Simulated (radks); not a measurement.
Task: These are the eigenvalues of the occupied orbitals of an atom or ion with whole-number occupations (eV). Method: Dirac Kohn-Sham, SOGGA, spin-unpolarised, spherical densities, finite nucleus; Fermi nuclear charge, rms radius of each element as measured or else 0.836 A^(1/3) + 0.57 fm; computed with a radial shooting solver on a logarithmic mesh with Libxc functionals.

1s1/2: -2812.666
2s1/2: -315.6554
2p1/2: -256.2988
2p3/2: -254.5878
3s1/2: -73.5527
3p1/2: -59.4843

Which element is it, and in what charge state? The configuration may be excited. Open shells, if any, fill j = l - 1/2 first.

Result: Z = 17, chlorine, charge +4: Cl4+ in [Ne] 3s2 3p1. The list shows which subshells hold electrons but not how many an open one holds; the 1s level, -103.36 hartree, gives Z - s = 14.4 by -(Z - s)^2/2, which with screening and relativity narrows Z to a few neighbours, and the depths of the outer levels then fix element, charge and occupations together.
